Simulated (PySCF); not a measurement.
Working with the constants of GeP⁺

UHF-CCSD(T) constants of GeP⁺, ³Σ⁻ (triplet), unpaired electrons π ↑↑ (PySCF, spin-free X2C with a Gaussian nucleus, basis sets Ge x2c-SVPall, P x2c-SVPall; masses 73.9212 and 30.9738 u):

- ωe: 372.5 cm⁻¹
- ωexe: 1.55 cm⁻¹
- Be: 0.14291 cm⁻¹
- αe: 0.000760 cm⁻¹
- De to Ge⁺ + P: 2.07 eV

Question: What force constant and bond length do these constants imply?

Answer: Reduced mass μred = 21.828 u; k = 5.8918×10⁻⁷·μred·ωe² (u, cm⁻¹, mdyn/Å) = 1.78 mdyn/Å; Re = √(16.8576/(μred·Be)) (u, cm⁻¹, Å) = 2.325 Å.

Question: Estimate the centrifugal constant D from the Kratzer relation and find the Dunham coefficient a1.

Answer: D = 4Be³/ωe² = 8.41e-08 cm⁻¹; a1 = −1 − αeωe/(6Be²) = -3.31.

Correlated steps freeze 14 core orbitals. Correlated levels converge slowly with the basis: in double zeta they bind strong bonds too weakly, by up to about 1 eV, and carry superposition errors of some tenths. Spin–orbit coupling is left out. For an ion De counts to the pair picked by the measured ionisation energies or electron affinities, which need not be the lowest pair at this level. The state is the lowest determinant that a PBE0 search found; another state may lie lower at other levels.
